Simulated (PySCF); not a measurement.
# Frontier orbitals and the lowest excitations

C₆H₉ClSi.
SMILES with atom numbers: `[CH2:1]=[C:2]1[SiH2:3][C@@H:4]([Cl:5])/[C:6]1=[CH:7]/[CH3:8]` (hydrogens: H9, H10 on C1; H11, H12 on Si3; H13 on C4; H14 on C7; H15, H16, H17 on C8)

Cartesian coordinates in Å at the GFN2-xTB level; atoms count from 1:
```xyz
17
C6H9ClSi angstrom
C      0.2721    1.8462    0.9094
C     -0.4674    0.8210    0.4978
Si    -2.3105    0.3675    0.5321
C     -1.3445   -1.2813    0.2296
Cl    -1.8259   -2.3076   -1.1524
C     -0.0663   -0.5064    0.0055
C      1.0306   -0.9384   -0.6099
C      2.2383   -0.1225   -0.9249
H     -0.1878    2.7492    1.2770
H      1.3501    1.8274    0.9149
H     -3.0374    0.4570    1.7948
H     -3.0941    0.7860   -0.6225
H     -1.2738   -1.9588    1.0812
H      1.0556   -1.9707   -0.9366
H      1.9731    0.9232   -1.0645
H      2.7177   -0.4913   -1.8293
H      2.9631   -0.1885   -0.1120
```

Theory: TDDFT wB97X-D/def2-SVPD, vertical, gas phase, core orbitals frozen in the response in PySCF 2.14.0, density-fitted response routines.

Frontier orbitals with the atoms that hold most of them (Löwdin shares over 4%, at most four atoms; ? is withheld):

```
orbital  ε (eV)                             atoms
 HOMO-3  -10.51   C2 28%, Si3 15%, C1 13%, C6 10%
 HOMO-2  -10.13            Cl5 67%, C4 11%, C6 7%
 HOMO-1   -9.53                                 ?
   HOMO       ?                                 ?
   LUMO    0.15    C1 22%, C7 17%, C2 16%, C6 11%
 LUMO+1    1.53  Si3 40%, H11 12%, H12 10%, C2 8%
 LUMO+2    2.16    Si3 33%, C1 11%, H11 8%, C8 6%
```

**Question.** Which atoms hold the HOMO-1, and with what shares?

**Answer.** Cl5 (bonded to C) 47%; C4 (bonded to C, Cl, Si and H) 19%; Si3 (bonded to 2 C and 2 H) 13%; C2 (bonded to 2 C and Si) 7%. By element: chlorine 47%, carbon 26% or more, silicon 13%.

**Question.** Which atoms hold the HOMO, and with what shares?

**Answer.** C7 (bonded to 2 C and H) 24%; C6 (bonded to 3 C) 21%; C1 (bonded to C and 2 H) 17%; C2 (bonded to 2 C and Si) 12%.

**Question.** What is the HOMO energy, and the HOMO–LUMO gap?

**Answer.** ε(HOMO) = -8.48 eV; the gap is 8.62 eV (0.3169 hartree).

**Question.** The HOMO–LUMO gap is 8.62 eV. Where does the response calculation put the lowest singlet, and from which orbitals?

**Answer.** S1 is at 4.85 eV (f = 0.186), 3.78 eV below the gap, made of HOMO→LUMO (96%). Without the coupling terms of the response equations the lowest excitation would equal the gap.

**Question.** One configuration dominates each of S1, S2, S5 and S8. Which, and how do the shares of the two leading atoms of either orbital change from the occupied to the empty one?

**Answer.** 
- S1 (4.85 eV, f 0.186), HOMO→LUMO (96%): C7 24% → 17%, C6 21% → 11%, C1 17% → 22%
- S2 (5.31 eV, f 0.0040), HOMO-1→LUMO (79%): Cl5 47% → at most 12%, C4 19% → at most 12%, C1 at most 8% → 22%, C7 at most 8% → 17%
- S5 (6.11 eV, f 0.010), HOMO→LUMO+1 (81%): C7 24% → at most 9%, C6 21% → at most 9%, Si3 at most 12% → 40%, H11 at most 12% → 12%
- S8 (6.93 eV, f 0.060), HOMO-1→LUMO+1 (75%): Cl5 47% → at most 9%, C4 19% → at most 9%, Si3 13% → 40%, H11 at most 8% → 12%

One conformer stands for the species.
